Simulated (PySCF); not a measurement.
Molfile (atoms numbered from 1):
```
C3H11NSi2
     RDKit          3D

 17 16  0  0  0  0  0  0  0  0999 V2000
    2.3834   -0.9670    0.5016 C   0  0  0  0  0  0  0  0  0  0  0  0
    1.4231   -0.7469   -0.3812 C   0  0  0  0  0  0  0  0  0  0  0  0
   -0.2758   -0.0203    0.0212 Si  0  0  1  0  0  4  0  0  0  0  0  0
   -1.5046   -0.9735   -1.1041 C   0  0  0  0  0  0  0  0  0  0  0  0
   -0.5100   -0.3163    1.7146 N   0  0  0  0  0  0  0  0  0  0  0  0
   -0.4145    2.2721   -0.2792 Si  0  0  0  0  0  4  0  0  0  0  0  0
    3.3477   -1.3728    0.2316 H   0  0  0  0  0  0  0  0  0  0  0  0
    2.2398   -0.7483    1.5472 H   0  0  0  0  0  0  0  0  0  0  0  0
    1.6219   -0.9782   -1.4218 H   0  0  0  0  0  0  0  0  0  0  0  0
   -2.5328   -0.6813   -0.9066 H   0  0  0  0  0  0  0  0  0  0  0  0
   -1.3098   -0.7795   -2.1549 H   0  0  0  0  0  0  0  0  0  0  0  0
   -1.4372   -2.0486   -0.9547 H   0  0  0  0  0  0  0  0  0  0  0  0
   -0.3703   -1.2483    2.0729 H   0  0  0  0  0  0  0  0  0  0  0  0
   -1.2908    0.1121    2.1844 H   0  0  0  0  0  0  0  0  0  0  0  0
   -1.7717    2.7034   -0.6420 H   0  0  0  0  0  0  0  0  0  0  0  0
    0.4562    2.7600   -1.3538 H   0  0  0  0  0  0  0  0  0  0  0  0
   -0.0616    3.0456    0.9150 H   0  0  0  0  0  0  0  0  0  0  0  0
  1  2  2  0
  2  3  1  0
  3  4  1  0
  3  5  1  1
  3  6  1  0
  1  7  1  0
  1  8  1  0
  2  9  1  0
  4 10  1  0
  4 11  1  0
  4 12  1  0
  5 13  1  0
  5 14  1  0
  6 15  1  0
  6 16  1  0
  6 17  1  0
M  END
```

Theoretical values (PySCF 2.14.0 with density-fitted response routines): GFN2-xTB structure, PBE0/pcSseg-1 with gauge-including orbitals. One conformer, fast rotation and ring inversion assumed for equivalent nuclei, no solvent, relativity neglected.

References, each an isolated molecule treated in the same way: 13C, 1H, 29Si against TMS; NH3 for 15N.

```csv
atoms,nucleus,count,δ (ppm)
H15/H16/H17,1H,3,3.33
C4,13C,1,?
H8,1H,1,6.38
H13/H14,1H,2,0.21
C1,13C,1,141.1
H9,1H,1,?
Si6,29Si,1,?
Si3,29Si,1,-18.1
H7,1H,1,6.47
C2,13C,1,146.6
N5,15N,1,17.4
H10/H11/H12,1H,3,?
```

Q: Fill in the missing shifts.

A: 
- C4: 7.2 ppm, methyl carbon bonded to Si; an electropositive neighbour leaves it electron-rich and shielded
- H9: 6.40 ppm, hydrogen on an alkene CH; a vinylic proton, deshielded by the sp2 carbon and the C=C anisotropy
- H10/H11/H12: 0.23 ppm, hydrogen on a methyl carbon bonded to Si; an electropositive neighbour shields it, as in TMS itself
- Si6: -118.1 ppm, silicon bonded to Si, 3 H

OH/NH shifts are gas-phase values; hydrogen bonding in solution moves them, usually downfield. Shifts are as computed. Against solution values, carbons near 30 ppm lie about +3 ppm off and those near 130 ppm about +5 ppm. Of 1309 compounds with measured shifts, 239 miss one by over three times the rms of a fit or turn the order of signals round; such compounds aren't used in these exercises. Experimental scales use liquid or dissolved standards, which lie at an offset from isolated NH3 (liquid NH3: subtract about 20 ppm).
